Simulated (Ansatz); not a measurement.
The cluster B2As3⁻: single points at one geometry.

```yaml
crystal:
  periodic: [false, false, false]
  atoms:
    - {symbol: B, position_ang: [0.069253, 0.042072, -0.677565]}
    - {symbol: B, position_ang: [0.298071, -0.779778, 0.872895]}
    - {symbol: As, position_ang: [-1.185122, 0.477940, 1.135661]}
    - {symbol: As, position_ang: [-0.320897, 1.934769, -0.726225]}
    - {symbol: As, position_ang: [1.138695, -1.675002, -0.604767]}
basis:
  gaussian: {orbitals: def2-TZVPD, initial_orbitals: start.molden}
total_charge: -1
correlation: {method: mp2}
scf: {omitted_lower_state_checks: [starts]}
output: {orbitals: {seedname: orbitals}}
```

The file start.molden holds the orbitals of an earlier run on this structure, at another level or in another basis.

```sh
$ ansatz run in.yaml --threads 4 --pin off --events-out ev --progress --plain --max-ram 4787MiB
```

Output, abridged:

```
Functional definition: HF
1487 factors; integrals over basis functions are off by at most 7.8e-4 eV
mean field evaluation 1: about -183729.2810 eV, gradient 4.0e1 eV
mean field evaluation 2: about -183730.3702 eV, gradient 1.5e0 eV
mean field evaluation 4: about -183730.6936 eV, gradient 1.4e0 eV
mean field evaluation 8: about -183730.6997 eV, gradient 3.5e-4 eV
mean field -183730.69972161 eV, -6751.9786776279 hartree, gradient 6.0e-6 eV, S^2 0.000000; 0 other end points of the search recorded, 0 dependent functions left out; unrestricted orbitals would lower it
29 core orbitals not correlated: weight in the atoms' cores, before any rotation towards them, 1.000 or more for the frozen orbitals, at most 0.000 for the correlated occupied ones
reference -183730.69972161 eV, -6751.9786776279 hartree; 26, 26 occupied and 181, 181 virtual orbitals, 1487 factors
second order -27.44355244 eV of doubles, -0.00000000 eV of singles
Total energy: -183758.14327405 eV, -6752.9872095783 hartree
Checks for a lower state left out: starts
```

Run time 12 s (4 threads of Arm Neoverse N1 on a shared host), peak host memory 0.8 GiB.

Geometry: PBE-D4/def2-SVPD.

Correlated methods freeze 29 core orbitals; core or outer-core shells of As are correlated, in sets that lack core-valence functions. The restricted singlet (for correlated methods, its reference) is unstable: a solution with broken spin symmetry lies lower. The structure comes from a short search, and lower isomers may exist.
